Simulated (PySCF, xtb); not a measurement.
H6Si3, SMILES [SiH3][Si][SiH3] (connectivity only; charge and spin as stated), neutral, multiplicity 1. Atoms are numbered in the order given.

```xyz
9

Si     0.0000     0.0000     1.2423
Si    -1.6970    -0.0082    -0.4468
H     -1.8483     1.4612    -0.7249
H     -1.3468    -0.6834    -1.7350
H     -3.0188    -0.5253     0.0191
Si     1.6970     0.0082    -0.4468
H      1.8483    -1.4612    -0.7249
H      1.3468     0.6834    -1.7350
H      3.0188     0.5253     0.0191
```
Charge 0, spin multiplicity 1.

The structure is a stationary point at B3LYP-D3(BJ)/def2-SVP.

Level of theory: IEF-PCM-M06-2X/def2-SVP (PySCF 2.14.0).

The values are the electrostatic part of the solvation free energy, E(continuum) − E(gas) at the gas-phase geometry, in a cavity of scaled van der Waals radii (PySCF's table); cavitation and dispersion terms are not included. In vacuum the orbital gap is 4.84 eV. The dipole moment in vacuum is 0.12 D.

Question: Estimate the values in water (ε = 78.36), 2-propanol (ε = 19.26), toluene (ε = 2.37). (An estimate is asked for; the answer gives what the named calculation found.)

Answer: 
```tsv
solvent	ε	ΔG(elec) (kcal/mol)	dipole (D)	gap (eV)
water	78.36	-1.6	0.15	5.00
2-propanol	19.26	-1.5	0.15	4.99
toluene	2.37	-0.7	0.13	4.90
```

For comparison, GFN2-xTB/ALPB(water) (xtb, at the GFN2-xTB geometry, all terms of that model) gives -1.3 kcal/mol.
